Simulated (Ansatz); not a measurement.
**Worked example: ideal-gas entropy of C2H2F3I (1,1,1-trifluoro-2-iodoethane)**

A singlet with charge 0, relaxed at PBE/def2-SVP (core potential) (Ansatz 0.2.0):

```xyz
8

F    -0.6352   -1.0572    1.2581
C     0.2482   -0.6762    0.3146
F     1.4349   -0.4572    0.9143
F     0.4069   -1.7162   -0.5448
C    -0.2325    0.5299   -0.4749
I    -0.5449    2.2992    0.7312
H    -1.1968    0.2902   -0.9567
H     0.5193    0.7875   -1.2417
```

Harmonic wavenumbers in cm⁻¹: 79, 129, 276, 340, 499, 518, 612, 651, 798, 833, 1026, 1095, 1195, 1259, 1265, 1382, 3055, 3136.

Masses in u: F 18.998, C 12.011, I 126.904, H 1.008. Take T = 298.15 K, p = 1 bar, R = 8.3145 J/(mol K), kT/hc = 207.22 cm⁻¹, rigid rotor and harmonic oscillator.

Question: Compute the standard molar entropy.

Answer: 
1. Translation (Sackur–Tetrode): S = R[3/2 ln M + 5/2 ln T − 1.1517] with M = 209.936 gives 175.5 J/(mol K).
2. Rotation: principal moments 96.847, 598.271, 601.321 u Å² give A, B, C = 0.1741, 0.0282, 0.028 cm⁻¹; the symmetry number is σ = 1; q = (√π/σ)√((kT/hc)³/ABC) = 450941; S = R(ln q + 3/2) = 120.7.
3. Vibration: with u = ν̃/207.22, each mode gives R[u/(eᵘ − 1) − ln(1 − e⁻ᵘ)]; the sum is 51.8, most from 79 cm⁻¹ (16.4), 129 cm⁻¹ (12.4), 276 cm⁻¹ (6.5).
4. Spin: R ln 1 = 0.0.
5. Sum: 175.5 + 120.7 + 51.8 + 0.0 = 348.0 J/(mol K).

No measured value is set beside it here. Where a soft mode is a torsion, a harmonic oscillator describes it poorly.
